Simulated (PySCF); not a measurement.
Method: PBE-D3(BJ)/def2-TZVP // r2SCAN-D4/def2-TZVP run with PySCF. Isolated molecules, 0 K electronic values unless said otherwise. 

Reference species (SMILES): `[Br][Al]([Br])[Br]` (neutral, multiplicity 1).

```
Property         Result
-------------  --------
LUMO           -2.39 eV
HOMO–LUMO gap   4.97 eV
HOMO           -7.36 eV
```

Changed species: `[AlH]([Br])[Br]` (whole molecule; the reference has whole molecule).

**Question.** Predict the effect on the LUMO, HOMO–LUMO gap and HOMO.

**Answer.** the LUMO is nearly the same; the HOMO–LUMO gap rises by 0.03 eV, to 5.00 eV; the HOMO drops by 0.03 eV, to -7.39 eV.
